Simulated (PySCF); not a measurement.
# InBr₂: from structure and modes to constants

All numbers come from UPBE0 in PySCF with In def2-TZVP with ECP28, Br def2-TZVP; scalar-relativistic core potentials, no spin–orbit coupling; density-fitted integrals.

The doublet minimum has C2v symmetry. Masses (u): In 114.90388, Br 78.91834.

```xyz
3
charge 0 multiplicity 2, angstrom
In    0.0000    0.0000   -0.7117
Br    2.1853    0.0000    0.5138
Br   -2.1853    0.0000    0.5138
```

Harmonic wavenumbers (cm⁻¹): 57.1 (a1, ×1), 208.8 (a1, ×1), 251.3 (b2, ×1).

Q: Find the vibrational entropy and heat capacity at 298.15 K.

A: With u = 1.43878 ω/T, each mode gives S = R[u/(eᵘ−1) − ln(1−e⁻ᵘ)] and C = R u² eᵘ/(eᵘ−1)².
```csv
ω (cm⁻¹),u,S (J/(mol K)),C (J/(mol K))
57.1,0.276,19.06,8.26
208.8,1.008,8.59,7.65
251.3,1.213,7.20,7.37
```
The sums over all modes are S = 34.9 and C = 23.3 J/(mol K); the softest mode gives 55 % of the entropy.

Q: Give the standard entropy (298.15 K, 1 bar) by its translational, rotational, vibrational and spin parts, and Cp.

A: Sackur–Tetrode with M = 272.74 u gives 178.8; rotation with symmetry number 2 gives 117.5; vibration 34.9; spin R ln 2 = 5.8. The total is 336.9 J/(mol K), and Cp = 4 R + 23.3 = 56.5 J/(mol K).

This need not be the most stable arrangement of these atoms. With an element this heavy the missing spin–orbit coupling can shift these numbers.
